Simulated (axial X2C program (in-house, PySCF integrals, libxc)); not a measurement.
**Which molecule gave these maps?**

PBE0 fields computed with an in-house all-electron X2C program for linear molecules (integrals from PySCF), spin-free, near the equilibrium distance, one atom at z = 0.

The maps cover the half plane through the axis: z from -2.4 to 4.2 Å along the bond, ρ from 0.15 to 2.25 Å away from it.

log10 of the density in e/bohr³:

```
 ρ\z  -2.4  -1.8  -1.2  -0.6   0.0   0.6   1.2   1.8   2.4   3.0   3.6   4.2
0.15  -3.3  -2.4  -1.5  -0.1   1.8  -0.1  -1.1  -0.5   1.1  -0.7  -1.8  -3.0
0.45  -3.4  -2.5  -1.6  -0.5   0.4  -0.5  -1.2  -0.7  -0.4  -0.9  -1.9  -3.0
0.75  -3.5  -2.6  -1.9  -1.0  -0.5  -1.0  -1.4  -0.9  -0.7  -1.2  -2.1  -3.2
1.05  -3.7  -2.9  -2.1  -1.6  -1.3  -1.6  -1.7  -1.4  -1.2  -1.6  -2.4  -3.4
1.35  -3.9  -3.1  -2.5  -2.0  -1.9  -2.0  -2.1  -1.8  -1.7  -2.1  -2.8  -3.7
1.65  -4.1  -3.4  -2.9  -2.5  -2.4  -2.5  -2.5  -2.3  -2.3  -2.6  -3.2  -4.0
1.95  -4.4  -3.8  -3.3  -2.9  -2.8  -2.9  -3.0  -2.8  -2.8  -3.1  -3.6  -4.3
2.25  -4.8  -4.2  -3.7  -3.4  -3.3  -3.4  -3.4  -3.3  -3.3  -3.5  -4.0  -4.7
```

Electron localisation function (collinear form, no current term, damped to 0 at low density):

```
 ρ\z  -2.4  -1.8  -1.2  -0.6   0.0   0.6   1.2   1.8   2.4   3.0   3.6   4.2
0.15  0.46  0.83  0.41  0.66  0.74  0.65  0.42  0.20  0.84  0.77  0.54  0.07
0.45  0.38  0.83  0.46  0.47  0.75  0.44  0.42  0.72  0.11  0.85  0.51  0.06
0.75  0.22  0.81  0.53  0.28  0.48  0.23  0.40  0.84  0.89  0.85  0.45  0.04
1.05  0.08  0.76  0.62  0.28  0.24  0.18  0.33  0.78  0.88  0.77  0.33  0.02
1.35  0.02  0.58  0.67  0.38  0.23  0.18  0.22  0.61  0.75  0.59  0.19  0.01
1.65  0.00  0.23  0.61  0.45  0.27  0.14  0.12  0.38  0.51  0.35  0.07  0.00
1.95  0.00  0.03  0.32  0.39  0.22  0.07  0.05  0.17  0.25  0.13  0.01  0.00
2.25  0.00  0.00  0.04  0.13  0.08  0.02  0.02  0.05  0.07  0.02  0.00  0.00
```

Axial spin density in 10⁻³ e/bohr³:

```
 ρ\z  -2.4  -1.8  -1.2  -0.6   0.0   0.6   1.2   1.8   2.4   3.0  3.6  4.2
0.15   0.5   3.3  16.7   6.6  27.7   1.1   5.0  48.1  21.9  37.2  4.6  0.4
0.45   0.4   2.7  13.4  13.3   3.6  -1.1   2.3  25.4  -1.2  19.1  3.1  0.3
0.75   0.3   1.9   8.7  14.0   2.4  -0.9   0.1   6.6  -1.8   5.9  1.5  0.2
1.05   0.2   1.2   4.8   8.8   4.8  -0.1  -0.4   1.0  -0.8   1.3  0.6  0.1
1.35   0.1   0.6   2.3   4.2   2.8   0.1  -0.3   0.0  -0.3   0.3  0.2  0.0
1.65   0.1   0.3   1.0   1.7   1.2   0.1  -0.1  -0.1  -0.1   0.1  0.1  0.0
1.95   0.0   0.1   0.4   0.6   0.5   0.1  -0.1   0.0   0.0   0.0  0.0  0.0
2.25   0.0   0.1   0.1   0.2   0.2   0.0   0.0   0.0   0.0   0.0  0.0  0.0
```

Question: Which molecule is it?
A. SnN
B. AlB⁺
C. SbF
D. InCl⁺

Answer: D. InCl⁺, with In at z = 0 and Cl at z = 2.308 Å, state M_S = 1/2, Λ = 0 (beyond evenly filled blocks: σα), basis In dyall-cv3z [11s12p9d4f1g], Cl dyall-av3z [9s8p3d2f] (cores contracted in-house). Occupations by symmetry block were frozen at the best pattern of an incomplete PBE0 search.
